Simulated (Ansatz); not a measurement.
Relaxation of the cluster ZrSe2⁺ with UKS PBE0-D4/def2-TZVP.

```sh
$ ansatz run in.yaml --threads 4 --pin off --events-out ev --progress --plain --max-ram 3916MiB
```

```yaml
crystal:
  periodic: [false, false, false]
  atoms:
    - {symbol: Zr, position_ang: [0.932420, -0.753630, 0.760150]}
    - {symbol: Se, position_ang: [-0.548290, 1.188730, 0.527040]}
    - {symbol: Se, position_ang: [-0.384130, -0.435090, -1.287190]}
basis:
  gaussian: {orbitals: def2-TZVP}
total_charge: 1
magnetization: {spin_polarized: true, initial_magnetization: 1}
hamiltonian: {xc: pbe0, dispersion: d4}
scf: {lower_state_search: "off"}
output: {orbitals: {seedname: orbitals}}
relax: {f_tol: 0.02, max_steps: 100}
```

It took 7.5 s on 4 threads of Intel Xeon Platinum 8559C on a shared host.

Positions (Å) and forces (eV/Å) at steps 1, 2, 4 of 4:

```xyz
3
step=1 energy=-131957.9459 eV
Zr    0.932   -0.754    0.760   -0.337    0.267   -0.282
Se   -0.548    1.189    0.527    0.209   -0.585   -0.373
Se   -0.384   -0.435   -1.287    0.128    0.318    0.655
3
step=2 energy=-131957.9623 eV
Zr    0.920   -0.744    0.749    0.369   -0.293    0.308
Se   -0.540    1.162    0.507   -0.195    0.297    0.023
Se   -0.380   -0.418   -1.256   -0.174   -0.004   -0.330
3
step=4 energy=-131957.9692 eV
Zr    0.930   -0.752    0.757    0.000    0.000    0.000
Se   -0.545    1.168    0.506    0.000    0.000    0.000
Se   -0.384   -0.416   -1.263    0.000    0.000    0.000
```

In the def2 sets Zr takes a core potential; there is no spin–orbit coupling. The structure comes from a short search, and lower isomers may exist.
